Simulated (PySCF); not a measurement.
C₄H₁₁BO.
Cartesian coordinates in Å at the GFN2-xTB level; atoms count from 1:
```
atom  x, y, z in Å
C1    -2.987    0.140   -0.214
C2    -1.755   -0.491    0.441
B3    -0.382   -0.027   -0.219
O4     0.602    0.330    0.597
C5     1.887    0.730    0.181
C6     2.900   -0.380    0.441
H7    -3.029   -0.114   -1.271
H8    -2.950    1.223   -0.126
H9    -3.904   -0.210    0.259
H10   -1.766   -0.270    1.509
H11   -1.840   -1.578    0.350
H12   -0.251    0.003   -1.397
H13    1.880    0.989   -0.886
H14    2.150    1.622    0.761
H15    2.644   -1.260   -0.144
H16    2.897   -0.649    1.494
H17    3.896   -0.046    0.163
```

Vertical excitations from PySCF (density fitting, frozen core in the response, grid level 2 and gas phase unless stated; continuum runs use non-equilibrium linear response for the excitations) on a GFN2-xTB geometry. Reference run:

| settings | S1, eV (f) | S2, eV (f) | S3, eV (f) | S4, eV (f) | S5, eV (f) | S6, eV (f) | T1, eV (Tamm–Dancoff) | mean α (au) |
| --- | --- | --- | --- | --- | --- | --- | --- | --- |
| PBE0/def2-SVPD, full TDDFT, 6 singlets | 6.32 (0.001) | 7.65 (0.003) | 7.82 (0.005) | 7.95 (0.152) | 8.12 (0.014) | 8.21 (0.096) | 5.79 | 69.4 |

Task: What do these settings give: OPBE/def2-SVPD, level shift 0.1 Eh, fitting basis def2-qzvpp-jkfit, TDA, 25 singlets?

Result: 
```tsv
settings	S1, eV (f)	S2, eV (f)	S3, eV (f)	S4, eV (f)	S5, eV (f)	S6, eV (f)	T1, eV (Tamm–Dancoff)	mean α (au)
OPBE/def2-SVPD, level shift 0.1 Eh, fitting basis def2-qzvpp-jkfit, TDA, 25 singlets	6.02 (0.002)	6.67 (0.003)	7.11 (0.008)	7.12 (0.008)	7.30 (0.063)	7.51 (0.135)	5.54	70.8
```

S1 moves by -0.30 eV; functional and response scheme change together, so the shift can't be laid on one. States are counted by energy in each run and needn't keep their character from row to row.

Task: Which orbital pairs make up S1 in each run, and how does it sit against the orbital gap?

Result: 
```json
{"settings": "PBE0/def2-SVPD, full TDDFT, 6 singlets", "S1 configurations (weight)": "H→L 0.97", "S1 (eV)": "6.32", "orbital gap (eV)": "8.06", "S1 − gap (eV)": "-1.74"}
{"settings": "OPBE/def2-SVPD, level shift 0.1 Eh, fitting basis def2-qzvpp-jkfit, TDA, 25 singlets", "S1 configurations (weight)": "H→L 0.99", "S1 (eV)": "6.02", "orbital gap (eV)": "5.85", "S1 − gap (eV)": "+0.17"}
```

One conformer stands for the species.
